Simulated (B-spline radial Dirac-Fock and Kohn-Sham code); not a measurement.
# EELS cross sections of the Ti M2 (3p1/2) edge

System: atomic titanium, configuration [Ar] 3d2 4s2. Level of theory: the first Born approximation with generalised oscillator strengths from a Dirac-Hartree-Slater potential (longitudinal and transverse terms; continuum final states only, so no white lines or fine structure); a radial atomic solver. The edge is taken at 44.32 eV (orbital energy of the model).

The run's input, task.json:

```json
{"items": [{
  "Z": 22,
  "q": 0,
  "cfg": [[1, 0, 2], [2, 0, 2], [2, 1, 6], [3, 0, 2], [3, 1, 6], [3, 2, 2], [4, 0, 2]],
  "A": 48,
  "rrms": 3.5921,
  "do": "eels",
  "beams": [[60, 5], [60, 50], [80, 10], [80, 100], [100, 10], [100, 50], [100, 100], [200, 5], [200, 10], [200, 20], [200, 100], [300, 5], [300, 10], [300, 100]]
}]}
```

Launch: `python xray2_run.py task.json out`

Generalised oscillator strength df/dE of the whole subshell in 10⁻³ per eV, against momentum transfer:

```
q (1/a₀)  1 eV above  10 eV above  200 eV above  250 eV above
  0.0400        7.78         3.26          1.83          1.36
  0.0527        7.79         3.27          1.83          1.36
  0.0695        7.82         3.29          1.83          1.36
  0.0916        7.86         3.33          1.83          1.36
   0.121        7.93         3.39          1.83          1.36
   0.159        8.06         3.50          1.83          1.36
   0.210        8.27         3.69          1.83          1.36
   0.277        8.62         4.01          1.83          1.36
   0.365        9.18         4.54          1.83          1.36
   0.481        10.0         5.38          1.83          1.36
   0.634        11.1         6.62          1.84          1.37
   0.836        12.1         8.21          1.85          1.38
    1.10        12.0         9.61          1.88          1.40
    1.45        10.0         9.61          2.01          1.45
    1.91        6.33         7.21          2.45          1.62
    2.52        3.02         3.79          3.93          2.31
    3.33        1.20         1.54          6.62          4.64
    4.39       0.361        0.487          4.69          5.59
    5.78      0.0618       0.0936          1.13          1.71
    7.62     0.00608       0.0101         0.127         0.203
    10.0    0.000970      0.00130       0.00941        0.0135
    13.2    0.000317     0.000402       0.00198       0.00243
    17.5    9.11e-05     0.000114      0.000581      0.000719
    23.0    1.80e-05     2.16e-05      0.000110      0.000136
    30.3    2.41e-06     2.82e-06      1.40e-05      1.73e-05
    40.0    2.32e-07     2.67e-07      1.29e-06      1.58e-06
```

As q goes to zero the values tend to the optical oscillator strength. At 250 eV above the edge the largest value on this grid is at q = 4.39 per a₀; a free electron at rest would take up the loss of 294 eV at q = 4.65 per a₀, where the Bethe ridge forms once the loss is well above the edge energy.

Values without a named source are computed, but for edge energies of neutral atoms, which are taken from tables.
